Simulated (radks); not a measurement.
Initial-state core-level shifts of neutral gallium when its valence configuration changes from [Ar] 3d10 4s2 4p1. All-electron calculation, non-relativistic Kohn-Sham, r2SCAN, spin-polarised, spherical densities, point nucleus; open shells are filled with parallel spins first; meta-GGA in the generalised Kohn-Sham scheme. Program: a radial shooting solver on a logarithmic mesh with Libxc functionals. Shifts are changes of the shell-averaged eigenvalues in eV (positive: less bound); the change of the density at the nucleus, which sets a Mossbauer isomer shift, is in e/bohr^3, on a base of 2.04e+04.

\begin{tabular}{lrrrrr}
valence & 2s & 2p & 3s & 3p & density at nucleus \\ \hline
3d9.5 4s2 4p1.5 & -5.635 & -5.603 & -4.863 & -4.769 & +3.392 \\
3d10 4p3 & -2.893 & -2.902 & -3.056 & -3.053 & -17.358 \\
3d10 4s1 4p2 & -1.167 & -1.170 & -1.258 & -1.256 & -8.441 \\
3d9 4s2 4p2 & -11.513 & -11.449 & -9.797 & -9.604 & +6.983 \\
3d10 4s1.5 4p1.5 & -0.675 & -0.677 & -0.719 & -0.718 & -4.171 \\
3d9.5 4p3.5 & -8.757 & -8.734 & -8.112 & -8.010 & -15.845 \\
3d9 4p4 & -14.795 & -14.740 & -13.171 & -12.968 & -14.123 \\
3d8 4s2 4p3 & -24.002 & -23.874 & -19.869 & -19.474 & +14.699 \\
\end{tabular}
